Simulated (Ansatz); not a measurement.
One geometry of Si(vinyl)3(NMe2) (C₈H₁₅NSi), several levels of theory.

```yaml
crystal:
  periodic: [false, false, false]
  atoms:
    - {symbol: Si, position_ang: [0.087186, 0.423089, 0.047239]}
    - {symbol: C, position_ang: [0.132196, 0.687949, 1.912376]}
    - {symbol: C, position_ang: [-0.721319, 0.087128, 2.766114]}
    - {symbol: H, position_ang: [0.855864, 1.417572, 2.323805]}
    - {symbol: H, position_ang: [-1.470798, -0.638628, 2.403239]}
    - {symbol: H, position_ang: [-0.715703, 0.289158, 3.851839]}
    - {symbol: C, position_ang: [1.850037, 0.408315, -0.618927]}
    - {symbol: C, position_ang: [2.955873, 0.288107, 0.145677]}
    - {symbol: H, position_ang: [1.987214, 0.422846, -1.718475]}
    - {symbol: H, position_ang: [2.896731, 0.254691, 1.248622]}
    - {symbol: H, position_ang: [3.970998, 0.215875, -0.283984]}
    - {symbol: C, position_ang: [-0.879931, 1.817012, -0.764469]}
    - {symbol: C, position_ang: [-0.324648, 2.768813, -1.542066]}
    - {symbol: H, position_ang: [-1.961425, 1.894475, -0.539662]}
    - {symbol: H, position_ang: [0.751879, 2.761438, -1.788477]}
    - {symbol: H, position_ang: [-0.911185, 3.604056, -1.964095]}
    - {symbol: N, position_ang: [-0.762503, -1.085362, -0.277077]}
    - {symbol: C, position_ang: [-1.625805, -1.271451, -1.425992]}
    - {symbol: C, position_ang: [-0.231471, -2.328728, 0.251947]}
    - {symbol: H, position_ang: [-1.116875, -1.798113, -2.272792]}
    - {symbol: H, position_ang: [-1.985468, -0.297188, -1.811506]}
    - {symbol: H, position_ang: [-2.520960, -1.882831, -1.159703]}
    - {symbol: H, position_ang: [0.417881, -2.137002, 1.129488]}
    - {symbol: H, position_ang: [-1.052518, -3.006466, 0.586055]}
    - {symbol: H, position_ang: [0.374768, -2.894767, -0.499198]}
basis:
  gaussian: {orbitals: def2-TZVP, fitting: {mean_field: def2-universal-jkfit}, initial_orbitals: start.molden}
hamiltonian: {xc: pbe, dispersion: d4}
scf: {omitted_lower_state_checks: [starts]}
output: {orbitals: {seedname: orbitals}}
```

The file start.molden holds the orbitals of an earlier run on this structure, at another level or in another basis.

```sh
$ ansatz run in.yaml --threads 2 --pin off --events-out ev --progress --plain --max-ram 22528MiB --backend cuda --devices 0, --max-vram 18GiB
```

It prints (some lines left out):

```
Functional definition: PBE
1075 factors; integrals over basis functions are off by at most 4.0e-1 eV
mean field evaluation 1: about -17893.1128 eV, gradient 1.3e1 eV
mean field evaluation 2: about -17893.3167 eV, gradient 2.2e-1 eV
mean field evaluation 4: about -17893.3195 eV, gradient 8.6e-4 eV
mean field -17893.31952448 eV, -657.5673639972 hartree, gradient 1.9e-5 eV, S^2 0.000000; 0 other end points of the search recorded, 0 dependent functions left out
reference -17893.31959061 eV, -657.5673664271 hartree; 42, 42 occupied and 364, 364 virtual orbitals, 1075 factors
Total energy: -17894.05218729 eV, -657.5942888586 hartree
Checks for a lower state left out: starts
```

Hardware: 2 threads of AMD EPYC 7R13 on a shared host and a share (18 GiB) of an NVIDIA H100 80GB HBM3. Wall time 3 s, peak host memory 0.85 GiB.

First input, but with `hamiltonian: {xc: {name: B97M-V}}` (abridged; 7 s):

```
Functional definition: B97M-V
mean field -17909.11560351 eV, -658.1478591946 hartree, gradient 2.9e-5 eV, S^2 0.000000
Total energy: -17909.11569421 eV, -658.1478625275 hartree
Checks for a lower state left out: starts
```

First input, but with `gaussian: {orbitals: def2-SVP, initial_orbitals: start.molden}`, `hamiltonian: {xc: pbe0, dispersion: d4}` (abridged; 3.8 s):

```
Functional definition: PBE0
mean field -17881.79184759 eV, -657.1437296851 hartree, gradient 1.3e-5 eV, S^2 0.000000
Total energy: -17882.42733536 eV, -657.1670834300 hartree
Checks for a lower state left out: starts
```

First input, but with `gaussian: {orbitals: def2-TZVP, initial_orbitals: start.molden}`, `correlation: {method: ccsd_t}` and without the key `hamiltonian` (abridged; 39 s):

```
Functional definition: HF
mean field -17827.75680451 eV, -655.1579784783 hartree, gradient 3.4e-6 eV, S^2 0.000000; unrestricted orbitals would lower it
14 core orbitals not correlated: weight in the atoms' cores, before any rotation towards them, 1.000 or more for the frozen orbitals, at most 0.000 for the correlated occupied ones
second order -43.89210292 eV of doubles, -0.00000000 eV of singles
cycle   1  -44.98492547 eV  change    -1.1e0 eV  update   1.5e-1
cycle   2  -46.19324750 eV  change    -1.2e0 eV  update   4.5e-2
cycle   3  -46.42831400 eV  change   -2.4e-1 eV  update   2.2e-2
cycle   4  -46.42384136 eV  change    4.5e-3 eV  update   6.4e-3
cycle   5  -46.42446981 eV  change   -6.3e-4 eV  update   3.1e-3
cycle   6  -46.42603677 eV  change   -1.6e-3 eV  update   8.2e-4
cycle   7  -46.42578966 eV  change    2.5e-4 eV  update   4.3e-4
cycle   8  -46.42574286 eV  change    4.7e-5 eV  update   1.7e-4
cycle   9  -46.42579179 eV  change   -4.9e-5 eV  update   8.7e-5
cycle  10  -46.42576530 eV  change    2.6e-5 eV  update   3.5e-5
perturbative correction -2.13383136 eV, -0.0784168562 hartree
Total energy: -17876.31640118 eV, -656.9425107409 hartree
Checks for a lower state left out: starts
```

The first input with `gaussian: {orbitals: STO-3G}`, `hamiltonian: {xc: hf}` (abridged; 1.6 s):

```
Functional definition: HF
mean field -17612.11958276 eV, -647.2334567430 hartree, gradient 1.7e-5 eV, S^2 0.000000
Total energy: -17612.11958276 eV, -647.2334567430 hartree
Checks for a lower state left out: starts
```

Geometry: PBE-D4/def2-SVP.

Correlated methods freeze 14 core orbitals. Single mean-field runs in def2-TZVP are fitted with def2-universal-jkfit. At CCSD(T)/def2-TZVP the restricted singlet (for correlated methods, its reference) is unstable: a solution with broken spin symmetry lies lower. The restricted singlet is unstable towards broken spin symmetry in Hartree–Fock (as tested in another run); at HF/STO-3G this wasn't settled.
